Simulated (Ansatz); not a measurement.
Input file for H₅NO₂Si₂:

```yaml
crystal:
  periodic: [false, false, false]
  atoms:
    - {symbol: N, position_ang: [-0.675362, -0.342323, -1.182361]}
    - {symbol: Si, position_ang: [-1.175681, -1.092815, 0.630884]}
    - {symbol: O, position_ang: [-0.149403, 0.021949, 1.535199]}
    - {symbol: Si, position_ang: [0.973579, 1.054134, 1.126259]}
    - {symbol: O, position_ang: [1.350091, 1.361709, -0.322808]}
    - {symbol: H, position_ang: [-1.438403, 0.188382, -1.586889]}
    - {symbol: H, position_ang: [-0.449169, -1.099611, -1.818567]}
    - {symbol: H, position_ang: [-0.082555, -2.145823, 0.423563]}
    - {symbol: H, position_ang: [1.576553, 1.715494, 2.295781]}
    - {symbol: H, position_ang: [0.153447, 0.287605, -1.098263]}
basis:
  gaussian: {orbitals: def2-TZVPP}
correlation: {method: ccsd_t}
```

```sh
$ ansatz run in.yaml --threads 4 --pin off --events-out ev --progress --plain --max-ram 10444MiB
```

Log, shortened:

```
Functional definition: HF
1461 factors; integrals over basis functions are off by at most 1.1e-3 eV
mean field evaluation 1: about -21357.9053 eV, gradient 5.9e1 eV
mean field evaluation 2: about -21358.2239 eV, gradient 6.0e1 eV
mean field evaluation 4: about -21364.8992 eV, gradient 5.1e0 eV
mean field evaluation 8: about -21365.0233 eV, gradient 7.6e-1 eV
mean field evaluation 16: about -21365.0254 eV, gradient 4.3e-6 eV
mean field -21365.02542159 eV, -785.1502025092 hartree, gradient 4.3e-6 eV, S^2 0.000000; 0 other end points of the search recorded, 0 dependent functions left out
13 core orbitals not correlated: weight in the atoms' cores, before any rotation towards them, 1.000 or more for the frozen orbitals, at most 0.000 for the correlated occupied ones
reference -21365.02542159 eV, -785.1502025092 hartree; 15, 15 occupied and 219, 219 virtual orbitals, 1461 factors
second order -25.24175023 eV of doubles, -0.00000000 eV of singles
cycle   1  -25.14735610 eV  change    9.4e-2 eV  update   1.3e-1
cycle   2  -25.82717571 eV  change   -6.8e-1 eV  update   4.5e-2
cycle   3  -26.03289079 eV  change   -2.1e-1 eV  update   2.5e-2
cycle   4  -26.01008857 eV  change    2.3e-2 eV  update   6.1e-3
cycle   5  -26.00590087 eV  change    4.2e-3 eV  update   2.8e-3
cycle   6  -26.00778898 eV  change   -1.9e-3 eV  update   9.7e-4
cycle   7  -26.00733044 eV  change    4.6e-4 eV  update   3.7e-4
cycle   8  -26.00715594 eV  change    1.7e-4 eV  update   1.4e-4
cycle   9  -26.00723509 eV  change   -7.9e-5 eV  update   5.1e-5
cycle  10  -26.00723772 eV  change   -2.6e-6 eV  update   2.1e-5
perturbative correction -1.06015485 eV, -0.0389599723 hartree
Total energy: -21392.09281417 eV, -786.1449108394 hartree
```

Hardware: 4 threads of an Arm Neoverse V1 on a shared host. Wall time 2.6 min, peak host memory 5 GiB.

Correlation energy per correlated electron: -0.902 eV. T1 diagnostic: 0.0160.
